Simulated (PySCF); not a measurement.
Hg⁶⁷⁺: ionisation energy

Hg⁶⁷⁺ [Ne] 3s2 3p1 [3p1/2^1, M_J = 1/2] → Hg⁶⁸⁺ [Ne] 3s2, as a difference of total energies. All numbers are calculated (PySCF 2.14, the two-component X2C-1e Hamiltonian, in an uncontracted even-tempered set (17 s from 23 bohr⁻², ratio 2.4; 14 p from 30 bohr⁻², ratio 2.4; 4 d from 99 bohr⁻², ratio 2.6; 4 f from 150 bohr⁻², ratio 2.6)). Correlated levels: 1s2 frozen; the 46 highest virtual spinors dropped. "Screened" scales the spin-orbit matrix elements by Boettger's factors to mimic the two-electron term; Breit and QED terms are absent.

| method | ionisation energy (eV) |
| --- | --- |
| GHF (spin-free) | 7787.0 |
| GMP2 (spin-free) | 7787.6 |
| GHF (screened spin-orbit) | 8171.4 |
| GMP2 (screened spin-orbit) | 8171.3 |

Breit and QED terms and the two-electron picture change are absent.

The spin-free rows lack the spin-orbit shift.

For comparison: 8160 ± 40 eV (theoretical estimate listed by NIST; NIST Atomic Spectra Database, ionization energies).
